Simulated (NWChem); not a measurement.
System: C$_{3}$H$_{2}$N$_{2}$O; SMILES C(=O)/C=N/C#N

Input file for NWChem:

```
start job
memory heap 200 mb stack 900 mb global 1100 mb
geometry units angstroms noautoz
  N      0.299000     3.001647     0.000000
  C     -0.010566     1.879745     0.000000
  N     -0.486050     0.638267     0.000000
  C      0.279230    -0.385269     0.000000
  C     -0.352197    -1.734981     0.000000
  O      0.302555    -2.741894     0.000000
  H      1.381591    -0.343287     0.000000
  H     -1.468687    -1.719130     0.000000
end
basis spherical
  * library def2-tzvp
end
dft
  xc xpbe96 cpbe96
  iterations 150
  semidirect filesize 400000000
  mulliken
end
task dft energy
```

The geometry was optimised at PBE0/def2-SVP.

### Question
What results follow from this input? (PBE/def2-TZVP.) Quantities: energy (Ha); highest occupied level (eV); orbital gap (eV); dipole (D).

### Answer
```json
{
  "energy (Ha)": "-299.96",
  "highest occupied level (eV)": "-7.03",
  "orbital gap (eV)": "2.18",
  "dipole (D)": "1.82"
}
```
